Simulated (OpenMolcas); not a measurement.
## Ta4+: moving or changing the point charges

Ta4+ among 6 point charges of -1.7 e arranged as an octahedron (Oh), 1.95 Å from the ion.

```json
{
 "Program": "OpenMolcas 26.06",
 "Method": "CASSCF",
 "Basis": "ANO-RCC-VDZP [7s6p4d2f1g]",
 "Scalar Hamiltonian": "DKH2, point nucleus",
 "Active space": "1 electron in 5 orbitals (5d)",
 "State averaging": "2S+1 = 2 even, 5 roots",
 "Spin-orbit coupling": "state interaction with AMFI integrals over the reference wave functions"
}
```

Runs around this geometry, states (labels of O, the rotations of Oh). Energies in cm-1 above the lowest state or level, χT in cm3 K/mol; under a threefold ground state the first gap can be a small split of the lowest multiplet, not the spin-orbit step; 10Dq is the gap between the two states.

| R (Å) | q (e) | Ground state | First state of that spin | 10Dq | First gap with spin-orbit (degeneracies) | χT at 300 K |
| --- | --- | --- | --- | --- | --- | --- |
| 2.07 | -1.1 | 2T2 | 2E 9664 | 9664 | 5596 (4, 2) | 0.154 |
| 1.95 | -1.7 | 2T2 | 2E 20074 | 20074 | 4429 (4, 2) | 0.078 |
| 2.24 | -1.7 | 2T2 | 2E 10707 | 10707 | 5464 (4, 2) | 0.142 |

Taking |10Dq| as R^-n, n = -ln(10707 / 20074) / ln(2.24 / 1.95) = 4.5 between the shortest and longest distance. The point-charge formula for a cubic d site gives n = 5.

An orbital triplet at a regular site is open to Jahn-Teller coupling, which can distort the site and quench the lowest spin-orbit gaps and is left out. This field is weak: 10Dq is about 9664 cm-1, while octahedral complexes of 5d ions of charge 3 and more, computed by the same method with explicit ligands, had a median near 35000 cm-1. Ground spin and moment need not be those of a real site (figures for R = 2.07, q = -1.1; the like holds for R = 1.95, q = -1.7, R = 2.24, q = -1.7). Point charges carry no covalency, so the field is a model and not that of real ligands. No measured value stands beside these numbers.
